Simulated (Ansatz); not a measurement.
`BC(=C)[O][GeH3]` + `C=N` → `C=[N][GeH3]` + `BC(=C)O`  (ligand exchange at a Ge–O bond)

Gas-phase electronic energies from Ansatz, PBE0-D4/def2-TZVP geometries. CCSD(T)/CBS adds triple-zeta CCSD(T) − MP2 to the extrapolated MP2 energy (def2 sets, frozen cores). This one scheme is used for every species. Functionals use def2-TZVPP. For Ge outer-core shells are correlated without core-valence functions, which leaves a few kJ/mol of doubt a bond. Scalar relativity is left out up to krypton. One conformer a species, not always the lowest.

| level | ΔE (eV) |
| --- | --- |
| ωB97X-V | 0.22 |
| r2SCAN | 0.18 |
| MP2/def2-TZVPP | 0.22 |
| MP2/def2-QZVPP | 0.21 |

Q: What does CCSD(T)/CBS give? (An estimate is asked.)

A: Ansatz gave: +0.21 eV. The listed levels differ from it by 0.01, -0.03, 0.01, 0.00 eV.

Largest T1 diagnostic among the species: 0.013.

The D4 term adds +0.04 eV with B3LYP and +0.02 eV with PBE0; it sums over pairs of atoms, weighted by their polarisabilities, and B3LYP, whose exchange is more repulsive, gets the larger term.

B3LYP here is the variant with VWN-RPA as its local correlation; programs differ in this.
